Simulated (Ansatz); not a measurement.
Geometry optimisation, Ansatz, RKS B3LYP/def2-SVPD.

input.yaml

```yaml
crystal:
  periodic: [false, false, false]
  atoms:
    - { symbol: Mg, position_ang: [-0.4797, -0.6384, -0.6083] }
    - { symbol: H, position_ang: [1.1847, 0.4427, -1.7044] }
    - { symbol: Cl, position_ang: [-1.9442, -1.939, -1.419] }
    - { symbol: H, position_ang: [0.4124, 0.4356, 0.9244] }
    - { symbol: O, position_ang: [-0.6937, 1.0077, 1.1494] }
    - { symbol: H, position_ang: [1.2051, 0.1352, -0.7767] }
    - { symbol: F, position_ang: [1.1993, -0.2925, 0.3622] }
    - { symbol: H, position_ang: [-0.8839, 0.8487, 2.0724] }
basis:
  gaussian: { orbitals: def2-SVPD }
hamiltonian:
  xc: b3lyp
relax:
  f_tol: 0.15
  max_steps: 25
  restrain:
    - { distance: [0, 4], at: 3.37, k: 30.0 }
    - { distance: [3, 6], at: 2.18, k: 30.0 }
    - { distance: [5, 1], at: 1.92, k: 30.0 }
    - { distance: [0, 1], at: 1.72, k: 30.0 }
    - { distance: [3, 4], at: 0.97, k: 30.0 }
    - { distance: [5, 6], at: 0.88, k: 30.0 }
```

Command:

```bash
$ ansatz run input.yaml --threads 4 --pin off --max-ram 5120MiB --backend cpu --events-out ev --progress --plain --runs-dir out
```

Question: Where does it end, and by what steps?

Answer: It converged. The restraints hold the end off the free minimum. After 10 steps the energy has fallen by 0.603 eV (the restraints' own energy left out); Mg1 moved furthest, 0.83 Å. Parted: Mg1–H6 (1.86 → 2.33 Å). Joined: Mg1–H2 (2.27 → 1.72 Å), H4–O5 (1.27 → 0.97 Å), H6–F7 (1.22 → 0.92 Å).

```csv
step,energy less start (eV),largest force component (eV/Å),accepted
0,0.0000,4.240,yes
1,0.2577,3.918,yes
2,0.0882,3.636,yes
3,-0.0329,2.963,yes
4,-0.3530,0.607,yes
5,-0.5214,0.703,yes
6,-0.5473,1.316,no
7,-0.5671,0.971,yes
8,-0.5858,1.000,yes
9,-0.5999,1.014,yes
10,-0.6030,1.025,yes
```

```xyz
8
Properties=species:S:1:pos:R:3
Mg -0.285 -0.602 -1.416
H 0.924 0.344 -2.193
Cl -1.999 -1.989 -1.066
H 0.155 0.609 1.623
O -0.592 1.187 1.415
H 1.759 0.039 -0.494
F 1.357 -0.477 0.158
H -1.320 0.889 1.973
```

Run time: 39 s on 4 threads of Arm Neoverse N1, on a shared host, peak memory 0.28 GiB.
